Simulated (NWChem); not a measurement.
# C₃H₅BO₂; SMILES C#CB(O)CO

```xyz
11

C      1.1936     2.1089    -0.0142
C      0.3578     1.2226    -0.0035
B     -0.6438     0.0443    -0.0001
O     -1.9787     0.2522     0.0702
C     -0.1093    -1.4321    -0.1406
O      1.2558    -1.6301     0.1310
H      1.9229     2.9002    -0.0207
H     -2.2180     1.1843     0.1085
H     -0.6972    -2.0879     0.5266
H     -0.3817    -1.7707    -1.1685
H      1.7227    -0.8207    -0.1045
```
Atoms are numbered in this order, from 1.

Results from NWChem. Medium grid unless said otherwise, to which SCAN and Minnesota functionals are sensitive. All runs use the structure optimised with PBE0/def2-SVP. Total energies of different functionals are on different scales.

```tsv
level	energy (Ha)	highest occupied level (eV)	orbital gap (eV)	dipole (D)
PBE/def2-TZVP	-292.3745	-5.88	3.61	3.14
B3LYP/def2-TZVP	-292.7405	…	…	3.26
LDA (Slater exchange, VWN5)/def2-TZVP	-290.2991	-6.01	3.48	3.24
BLYP/def2-TZVP	-292.6488	-5.80	3.68	3.18
CAM-B3LYP/def2-TZVP	-292.6009	-9.05	8.84	3.31
r2SCAN/def2-TZVP	-292.5670	-6.23	4.20	3.21
```

Question: What belongs in the gaps?

Answer: 
- B3LYP/def2-TZVP, highest occupied level (eV): -7.30
- B3LYP/def2-TZVP, orbital gap (eV): 5.76
